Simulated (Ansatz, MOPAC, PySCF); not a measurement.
Dimer: NH3 (SMILES N) (first 4 atoms) with HCl (SMILES Cl); geometry from B3LYP-D3(BJ)/def2-TZVP, rigid monomers moved along the line of their centres of mass till N1···H6 is 2.43 Å.
(charge 0, multiplicity 1):
| atom | x (Å) | y (Å) | z (Å) |
|---|---|---|---|
| N | -0.0303 | 0.0770 | 0.6092 |
| H | -0.5200 | -0.7547 | 0.2991 |
| H | -0.4651 | 0.8821 | 0.1729 |
| H | 0.9284 | 0.0198 | 0.2851 |
| Cl | -0.1508 | 0.3707 | 4.3631 |
| H | -0.1080 | 0.2660 | 3.0257 |

Monomers are frozen at their geometry in the pair; levels with a basis set take the counterpoise correction. Rows marked so take none.

Rows in 6-311+G**, 6-31G* carry no dispersion term and start afresh at each structure (6-31G* with six Cartesian d functions). The state that PM6 reach isn't checked.

Run with Ansatz (Gaussian basis) for Hartree–Fock, density functionals and correlated methods; MOPAC for PM6 (differences of heats of formation); PySCF for 6-311+G** rows, 6-31G* rows, the dispersion terms. Values without a source in brackets are computed.

```csv
level,interaction energy (kJ/mol)
PM6,-20.0
HF/aug-cc-pV(D+d)Z,-21.7
BP86/6-31G* (no counterpoise),-36.4
r2SCAN-D3(BJ)/def2-TZVPPD,-27.8
r2SCAN-D4/def2-TZVPPD,-27.7
B3LYP/6-311+G** (no counterpoise),[?]
PBE0-D3(BJ)/def2-TZVPPD,-28.4
PBE0-D4/def2-TZVPPD,-28.3
wB97M-V/def2-TZVPPD,[?]
```

Some entries are withheld; supply them.


- B3LYP/6-311+G** (no counterpoise), interaction energy (kJ/mol): -29.8
- wB97M-V/def2-TZVPPD, interaction energy (kJ/mol): -26.1

Ansatz is a program for electronic structure.
